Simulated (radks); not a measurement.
Species: the ruthenium ion Ru38+. Configuration: [He] 2s2 2p2. Method: non-relativistic Kohn-Sham, LDA (Slater exchange, Perdew-Wang correlation), spin-unpolarised, spherical densities, point nucleus; relativity is left out, which matters for an element this heavy; computed with a radial shooting solver on a logarithmic mesh with Libxc functionals. Some entries of the table are withheld. Estimate them.

orbital,occ.,eigenvalue (Ry),<r^2> (bohr^2)
1s,2,(1),(2)
2s,2,(3),(4)
2p,2,(5),(6)

Answer. 
(1) 1s eigenvalue (Ry): -1784.876
(2) 1s <r^2> (bohr^2): 0.001595
(3) 2s eigenvalue (Ry): -406.2971
(4) 2s <r^2> (bohr^2): 0.02400
(5) 2p eigenvalue (Ry): -396.8220
(6) 2p <r^2> (bohr^2): 0.01772
